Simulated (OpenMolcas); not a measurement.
W3+.

- Program: OpenMolcas 26.06
- Method: CASSCF
- Basis: ANO-RCC-VQZP [9s8p6d4f3g2h]
- Scalar Hamiltonian: DKH2, point nucleus
- Active space: 3 electrons in 10 orbitals (5d 6d)
- State averaging: 2S+1 = 4 even, 10 roots; 2S+1 = 2 even, 40 roots
- Spin-orbit coupling: state interaction with AMFI integrals over the reference wave functions, term energies averaged over their components

Levels without dynamic correlation, in cm⁻¹ above 5d³ ⁴F_3/2:

| Level | E |
| --- | --- |
| 5d³ ²G_7/2 | 17689 |
| 5d³ ⁴P_5/2 | 19484 |
| 5d³ ²D_5/2(1) | 27352 |
| 5d³ ²F_7/2 | 34580 |
| 5d³ ²D_5/2(2) | 51611 |

On this reference, MS-CASPT2, IPEA 0.25 Eh, imaginary shift 0.1 Eh (closed shells correlated: 5s 5p) puts 5d³ ²G_7/2 at 15680 cm⁻¹.

Task: Estimate the other levels at that method by one scale factor, and say how well it serves.

Result: The factor is 15680 / 17689 = 0.886. Scaled values beside those that MS-CASPT2 gives and measured ones (the list in J. Phys. B 45, 035001 (2012)):
| Level | Scaled | MS-CASPT2 | Miss (%) | Measured |
| --- | --- | --- | --- | --- |
| 5d³ ⁴P_5/2 | 17263 | 18020 | -4.2 | 17190 |
| 5d³ ²D_5/2(1) | 24234 | 24150 | +0.3 | 22766 |
| 5d³ ²F_7/2 | 30638 | 30000 | +2.1 | 28412 |
| 5d³ ²D_5/2(2) | 45727 | 45880 | -0.3 | 43287 |
For these levels the scaled values miss MS-CASPT2 by up to 4.2 %, as correlation changes each term by its own factor, spin-orbit parts do not scale and CASPT2 has its own spread within terms. This holds within one configuration; levels of others move differently, and the target method has errors of its own against measurement.

CASPT2 breaks the degeneracy within a term, and the mean is taken; among the terms shown or strongly mixed into the levels shown the widest spread is 560 cm-1 (5d³ ⁴F, MS-CASPT2). Over all roots computed the reference weight is 0.89 to 0.96 in MS-CASPT2; the roots of lowest weight are the least certain, and an intruder state may touch them. Active for correlation alone: 6d; no level in the range computed is led by a configuration that fills it, so any true level of that kind is missing. Without dynamic correlation excited terms often stand tens of per cent too high (terms of higher spin than the ground term too low), and those without a measured partner can miss by more than the paired ones (holds for CASSCF). Some levels mix across a computed gap that differs much from the measured one, so their mixing is not that of the real levels (holds for CASSCF). The CASPT2 spread within a term exceeds the gap to the next term for 5d³ ²G and 5d³ ⁴P, so the order of their levels is uncertain (holds for MS-CASPT2). Computed and measured levels are paired by configuration, term and J; levels that our copy of the source lacks, or whose pairing is in doubt (as where it misses far off the trend of its configuration), stay unpaired and out of the deviations. Only configurations of the active space appear.

A number in round brackets counts repeated terms of one configuration in the order of the reference energies.
